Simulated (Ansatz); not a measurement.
Reaction (SMILES): [SiH]=O (O-SiH) → H atom + O atom + Si atom
B3LYP-D3(BJ)/def2-TZVP geometries, fixed; electronic energies without zero-point terms.

The atomisation energy at MP2 with Ansatz (a program for electronic structure), in kcal/mol, split into its Hartree-Fock and correlation parts. Cores are frozen. Open shells are unrestricted. No added dispersion term, no relativity. Functions are those of the species that has most.

```
basis            X  functions  Hartree-Fock     MP2
---------------  -  ---------  ------------  ------
aug-cc-pV(D+d)Z  2         64        121.71  204.61
aug-cc-pV(T+d)Z  3        124        129.15  219.69
aug-cc-pV(Q+d)Z  4        215        130.03  224.24
```

Worked estimate of the basis-set limit from each neighbouring pair, with Hartree-Fock from the larger set and the correlation part extrapolated as X^-3.
Correlation parts: X = 2: 82.90, X = 3: 90.54, X = 4: 94.21.
- (2,3): (27·(90.54) - 8·(82.90))/19 = 93.76; with Hartree-Fock 129.15 the estimate is 222.91 kcal/mol.
- (3,4): (64·(94.21) - 27·(90.54))/37 = 96.89; with Hartree-Fock 130.03 the estimate is 226.92 kcal/mol.
The last two estimates differ by 4.01 kcal/mol; the largest set lies 2.68 from the last. Over the last step Hartree-Fock moves by 0.88 and the correlation part by 3.67.
